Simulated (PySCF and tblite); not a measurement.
Values are calculated unless marked as measured or tabulated.
2 E/Z isomers of C5H5FO, numbered alike:

| isomer | SMILES | descriptors |
| --- | --- | --- |
| A | [CH2:1]=[CH:2]/[CH:3]=[C:4](\[F:5])[CH:6]=[O:7] | 3=4 Z |
| B | [CH2:1]=[CH:2]/[CH:3]=[C:4](/[F:5])[CH:6]=[O:7] | 3=4 E |

Each isomer is a Boltzmann average at 298.15 K over at most 6 conformers: GFN2-xTB geometries, energies PBE0/pcSseg-1 (D3(BJ) added where defined), GFN2-xTB thermal terms. Programs: PySCF with density fitting and tblite.

(1) Rank the isomers by free energy at 298.15 K.

(2) If they could interconvert freely, what would the mixture hold (chiral isomers as racemates)?

The search found a single conformer for at least one isomer; other rotamers may be missing.

## Answers

(1) 
```
isomer  ΔG (kcal/mol)  ΔE, lowest conformer  conformers  largest weight %  rms dipole (D)
     A            0.0                   0.0           1               100            2.31
     B            1.7                   1.6           1               100            1.93
```

(2) A 94 %, B 6 %. A racemate gains RT ln 2.
